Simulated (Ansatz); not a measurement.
Input for Ansatz (a first-principles code): U-B3LYP/cc-pVTZ on GeH4O (SMILES [OH][GeH3]), a point of a bond scan (R = 2.597 Å).

Ansatz 0.2 input:
```yaml
crystal:
  periodic: [false, false, false]
  atoms:
    - {symbol: Ge, position_ang: [-0.32903929, 0.06812490, 0.07330265]}
    - {symbol: O, position_ang: [1.35705815, -0.35716009, -0.37168713]}
    - {symbol: H, position_ang: [-0.54453814, -0.15512316, 1.58391604]}
    - {symbol: H, position_ang: [-1.18632723, -0.88517582, -0.76517759]}
    - {symbol: H, position_ang: [-0.60848715, 1.54275960, -0.28108933]}
    - {symbol: H, position_ang: [3.12579194, 1.07919504, 0.87530865]}
basis:
  gaussian:
    orbitals: cc-pVTZ
hamiltonian:
  xc: {name: B3LYP}
magnetization: {spin_polarized: true, initial_magnetization: 0}
```

It printed:

```
WARN ansatz: RAYON_NUM_THREADS=1 ignored (pool sized by the plan → 1); use --threads N
Functional definition: B3LYP
integrals: 0.04 GiB planned
821 factors; their error is unknown
mean field: 0.55 GiB planned
mean field evaluation 1: about -58613.6073 eV, gradient 5.2e1 eV
mean field evaluation 2: about -58484.2656 eV, gradient 1.3e2 eV
mean field evaluation 4: about -58622.7237 eV, gradient 1.7e1 eV
mean field evaluation 8: about -58624.9664 eV, gradient 1.9e1 eV
mean field evaluation 16: about -58629.0016 eV, gradient 1.2e0 eV
mean field evaluation 32: about -58628.8531 eV, gradient 8.2e-1 eV
mean field evaluation 64: about -58628.8595 eV, gradient 5.2e0 eV
mean field -58629.01893854 eV, -2154.5767058149 hartree, gradient 8.5e-6 eV, S^2 0.938527; 3 other end points of the search recorded, 0 dependent functions left out
reference -58629.01917339 eV, -2154.5767144454 hartree; 22, 22 occupied and 107, 107 virtual orbitals, 821 factors
Total energy: -58629.01917339 eV, -2154.5767144454 hartree
```

The calculation finished and met its thresholds. Its determinant has ⟨S²⟩ = 0.94, a mixture of spin states.

Cost: about 11 core-seconds (a rough figure).
